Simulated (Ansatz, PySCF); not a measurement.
Gas-phase reaction in SMILES: N=C=O [isocyanic acid] + 4 [H][H] (H2) → C (CH4) + N (NH3) + O (H2O)
Structures are relaxed separately at B3LYP-D3(BJ)/def2-TZVP in Ansatz (an electronic-structure program).
Geometry of the first species:
```
C
O 1 1.1640
N 1 1.2097 2 172.93
H 3 1.0049 1 125.93 2 -180.00
```
Charge 0, spin multiplicity 1.

Wanted: energy of full hydrogenation (0 K, with B3LYP-D3(BJ) harmonic zero-point energies from PySCF), in eV. Valence correlation only, unless marked. No spin-orbit coupling. Non-relativistic. CBS(X,Y): correlation extrapolated as X^-3; Hartree-Fock from the larger set.

CCSD(T)/CBS(cc-pVTZ,cc-pVQZ) (Ansatz) gives -2.38 eV.

### Question
Another calculation gave -1.64 eV. Which level was it?
A. M06-2X/def2-TZVPD (PySCF)
B. M06-L/def2-TZVPD (PySCF)
C. r2SCAN0/def2-TZVPD (Ansatz)
D. BLYP/def2-TZVPD (Ansatz)

### Answer
D, BLYP/def2-TZVPD (Ansatz). The others give -2.17 (M06-2X), -2.05 (M06-L), -2.41 (r2SCAN0) eV.
